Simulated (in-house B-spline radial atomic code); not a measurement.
Successive ionisation energies of copper; each step leads to the configuration of the next row (after the last: bare). Dirac energy differences include first-order Breit, QED and recoil terms. NIST's values go from ground level to ground level; the uncertainty of those that are theory runs from under 0.1 % in few-electron ions to several per cent in heavy many-electron ones. Computed with an all-electron radial atomic-structure program (B-spline basis): Dirac-Hartree-Fock, jj configuration that fills j = l - 1/2 first, finite nuclei.

A number in brackets counts the electrons of a j subshell.

| ion | configuration | ionisation energy (eV) | tabulated value (eV) | computed minus tabulated (eV) | highest orbital | largest mean radius (bohr) |
| --- | --- | --- | --- | --- | --- | --- |
| Cu23+ | [He] 2s2 2p1/2(2) | 2177.9 | 2179.4 | -1 | 2p1/2 | 0.21988 |
| Cu24+ | [He] 2s2 2p1/2(1) | ? | ? | ? | ? | ? |
| Cu25+ | [He] 2s2 | 2471.9 | 2479.1 | -7 | 2s1/2 | 0.21505 |
| Cu26+ | [He] 2s1 | ? | ? | ? | ? | ? |
| Cu27+ | 1s2 | 11060.8 | 11062.43 | -2 | 1s1/2 | 0.051626 |
| Cu28+ | 1s1 | 11567.6 | 11567.62 | 0 | 1s1/2 | 0.050944 |

(1) Fill in the row of Cu24+.

(2) Fill in the row of Cu26+.

(3) Where is the largest jump?

(4) How far is this level of theory from the measured and semi-empirical values?

Answers

(1) ionisation energy (eV): 2309.9; tabulated value (eV): 2307.3; computed minus tabulated (eV): 3; highest orbital: 2p1/2; largest mean radius (bohr): 0.21744.

(2) ionisation energy (eV): 2586.8; tabulated value (eV): 2586.954; computed minus tabulated (eV): 0; highest orbital: 2s1/2; largest mean radius (bohr): 0.21285.

(3) From Cu26+ to Cu27+, by a factor of 4.28 (2586.8 to 11061 eV); the highest orbital goes from 2s1/2 to 1s1/2.

(4) Over those 3 rows the differences run from -7.21 to +2.61 eV (mean absolute value 3.8 eV). The calculation leaves out correlation and, in open shells, the multiplet splittings that an average leaves out.
